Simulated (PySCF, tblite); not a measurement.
C4H9FPSSi (charge +1).
Atom-mapped SMILES: `[CH3:1][S:2][CH2:3][P@@H+:4]1[C:5]([F:6])=[C:7]1[SiH3:8]` (hydrogens: H9, H10, H11 on C1; H12, H13 on C3; H14 on P4; H15, H16, H17 on Si8)

The geometry is computed with GFN2-xTB (gas phase).

(1) Give the optimised bond lengths and angles.

## Answers

(1) 
```csv
bond,length (bohr),order
C1–S2,3.423,single
S2–C3,3.403,single
C3–P4,3.561,single
P4–C5,3.562,single
C5–F6,2.423,single
C5=C7,2.445,double
C7–Si8,3.673,single
P4–C7,3.565,single
"C1–H9, C1–H10, C1–H11",2.053,single
C3–H12,2.059,single
C3–H13,2.058,single
P4–H14,2.629,single
"Si8–H15, Si8–H16, Si8–H17",2.754,single
```

Bonds in one row agree within 0.02 bohr and their mean is given. Orders are formal, as drawn. A selection of angles:
```csv
angle,degrees
S2–C1–H9,109.9
S2–C1–H10,106.7
H9–C1–H10,109.9
H9–C1–H11,111.0
C1–S2–C3,99.5
S2–C3–P4,106.5
S2–C3–H12,110.7
S2–C3–H13,110.1
P4–C3–H12,110.3
P4–C3–H13,109.1
H12–C3–H13,110.2
C3–P4–C5,123.7
C3–P4–C7,99.9
C3–P4–H14,104.4
C5–P4–C7,40.1
C5–P4–H14,114.3
C7–P4–H14,95.0
P4–C5–F6,135.4
P4–C5–C7,70.0
F6–C5–C7,154.5
C5–C7–Si8,144.2
P4–C7–C5,69.9
P4–C7–Si8,145.9
C7–Si8–H15,102.6
C7–Si8–H16,101.9
H15–Si8–H16,115.1
H16–Si8–H17,116.8
```

Torsions: C1–S2–C3–P4 90°; S2–C3–P4–C5 130° (anticlinal); C3–P4–C5–F6 116° (anticlinal); P4–C5–C7–Si8 -179° (antiperiplanar); C3–P4–C7–C5 132° (anticlinal).

The 3-membered ring P4–C5–C7 has internal angles of 40.1° to 70.0°. Si8 (SiH3 silicon) is distorted tetrahedral (angles from 101.9° to 116.8°). P4 (phosphonium phosphorus) has angles from 40.1° to 123.7°. All 3 C–P bonds measure 1.884 to 1.887 Å. C7 (fully substituted alkene carbon) is planar (angles 145.9°, 144.2° and 69.9°, sum 360.0°, 0.01 Å off the plane of its three neighbours). C5 (vinylic C–F carbon) has angles 154.5°, 135.4° and 70.0°, sum 359.9°, 0.02 Å off the plane of its three neighbours.

Point group: C1 (no symmetry element, even within 0.4 Å). Its lowest GFN2-xTB frequency is 8 cm⁻¹, too small to tell a flat minimum from a shallow saddle. 3 starts were optimised and ended at 0.00, 0.08 and 0.12 kcal/mol (GFN2-xTB); the lowest of these is shown.

One conformer stands for the species.
